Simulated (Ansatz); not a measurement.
ClFGaHO, SMILES `[OH][Ga]([F])[Cl]`. The species carries charge 0 and has multiplicity 1. The structure was optimised at the PBE0-D4/def2-TZVP level. It is one conformer, not always the lowest.

```xyz
5

O    -0.706    0.444   -1.118
Ga    0.165   -0.368    0.179
F     0.386   -2.081    0.039
Cl    0.949    0.615    1.880
H    -0.794    1.390   -0.981
```

What is the dipole moment at B3LYP/def2-TZVPP? (An estimate is asked.)

Ansatz gave: 2.25 D, with components (-0.34, 2.22, 0.08) D in this frame, pointing from negative to positive charge.

And with PBE, r2SCAN, ωB97M-V? (An estimate is asked.)

The calculation gave: PBE 2.16 D, r2SCAN 2.19 D, ωB97M-V 2.22 D.

Give the Mulliken charges with B3LYP, r2SCAN, ωB97M-V in def2-TZVPP. (Estimate.)

Computed: 
| atom | B3LYP | r2SCAN | ωB97M-V |
| --- | --- | --- | --- |
| O1 | -0.37 | -0.39 | -0.37 |
| Ga2 | 0.76 | 0.77 | 0.76 |
| F3 | -0.35 | -0.35 | -0.35 |
| Cl4 | -0.22 | -0.23 | -0.21 |
| H5 | 0.19 | 0.20 | 0.18 |

B3LYP here is the variant with VWN-RPA as its local correlation; programs differ in this.
